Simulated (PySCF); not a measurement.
trigermane (H8Ge3), singlet, at a GFN2-xTB geometry. Base run: PySCF with TPSS/pcseg-1.

Here is a job for PySCF.
```python
from pyscf import gto, scf, dft

mol = gto.Mole()
mol.atom = '''
    Ge    1.90001561    0.78760798    0.01267175
    Ge    0.15905914   -0.82974910   -0.11782222
    Ge   -2.05434673    0.01685078    0.10147719
    H     3.27897541    0.21486417   -0.12015679
    H     1.80378477    1.84519785   -1.04687745
    H     1.90523439    1.54160056    1.30964904
    H     0.39427060   -1.90879813    0.91539890
    H     0.28126416   -1.60150252   -1.41267263
    H    -2.46127627    0.90549142   -1.03640104
    H    -2.24165164    0.85542957    1.33132862
    H    -3.11189834   -1.04299234    0.17727632
'''
mol.basis = 'pcseg-1'
mol.verbose = 4
mol.build()

mf = dft.RKS(mol)
mf.xc = 'tpss'
mf.kernel()
mf.analyze()
```

Each row names what was changed in the base input (with any setting that the change needs).

```
change                                           ΔE vs base (mEh)  fitting functions  dipole (D)
-----------------------------------------------  ----------------  -----------------  ----------
base                                                        0.000                  -        0.15
auxbasis = even-tempered beta=2.0                          -0.037               1179        0.15
auxbasis = cc-pvdz-jkfit                                   -0.110                697        0.15
auxbasis = even-tempered beta=1.6                          -0.002               1737        0.15
auxbasis = cc-pvqz-jkfit                                   -0.073               1062        0.15
auxbasis = def2-universal-jfit                             -1.048                262        0.15
auxbasis = def2-svp-ri                                   -28604.3                493        0.15
auxbasis = even-tempered beta=3.0                         -14.021                770        0.15
auxbasis = cc-pvtz-ri                                    -27717.7                738        0.16
auxbasis = default (with mf = mf.density_fit())            -0.037               1179        0.15
```

A fitting set is made for a task (jfit for Coulomb, jkfit for Coulomb and exchange, ri for correlation) and for a family of orbital bases.
